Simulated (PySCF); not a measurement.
CH5NO2Si.
SMILES: `NC(=O)[SiH2]O`

Method: EOM-IP-CCSD/aug-cc-pVDZ in PySCF, restricted Hartree–Fock reference, frozen core, non-relativistic, gas phase, PBE0-D3(BJ)/def2-SVP geometry.

Hartree–Fock orbital energies give these Koopmans values (eV): HOMO 11.27, HOMO-1 11.74, HOMO-2 12.57, HOMO-3 14.50, HOMO-4 14.75, HOMO-5 15.36, HOMO-6 16.10, HOMO-7 17.41.

**Question.** What vertical ionisation energies does EOM-IP-CCSD give?

**Answer.** 
```csv
leading hole (HF orbital),Koopmans (eV),EOM-IP-CCSD (eV),change (eV),one-hole share
HOMO,11.27,9.70,-1.57,0.95
HOMO-1,11.74,10.57,-1.17,0.94
HOMO-2,12.57,11.34,-1.23,0.95
HOMO-3,14.50,12.62,-1.88,0.94
HOMO-4,14.75,13.35,-1.40,0.94
HOMO-5,15.36,13.94,-1.42,0.94
HOMO-6,16.10,14.69,-1.41,0.91
HOMO-7,17.41,15.51,-1.90,0.93
```

**Question.** Does the order of the lines follow the orbital energies?

**Answer.** Yes, no two lines change places. The corrections run from -1.90 to -1.17 eV, with a mean of -1.50 eV over the 8 lines; no line lies above its Koopmans value.

**Question.** At what kinetic energies would He II light (40.81 eV) eject these electrons?

**Answer.** 31.11 eV (HOMO), 30.24 eV (HOMO-1), 29.47 eV (HOMO-2), 28.19 eV (HOMO-3), 27.46 eV (HOMO-4), 26.87 eV (HOMO-5), 26.12 eV (HOMO-6), 25.30 eV (HOMO-7).

**Question.** What total energy has the lowest final state, and which wavelength reaches it?

**Answer.** E(CCSD) + ionisation energy = -534.82030 + 0.35661 = -534.46369 Eh, at the geometry of the initial state. The threshold wavelength is 1239.84 eV nm/9.70 eV = 127.8 nm.

One root was sought for each valence orbital with −ε under 21 eV, eight at most, so deeper holes and satellites are missing; no vibrational structure.

On Arm Neoverse V1, one thread, no GPU (shared host), this took 7.3 min and 2.9 GiB of memory at its peak.

Conformer computed: `[NH2:1][C:2](=[O:3])[SiH2:4][OH:5]`: N1–C2–Si4–O5 180°, H–N1–C2–O3 0°, H–N1–C2–O3 179°, H–O5–Si4–C2 0°.

One conformer stands for the species.
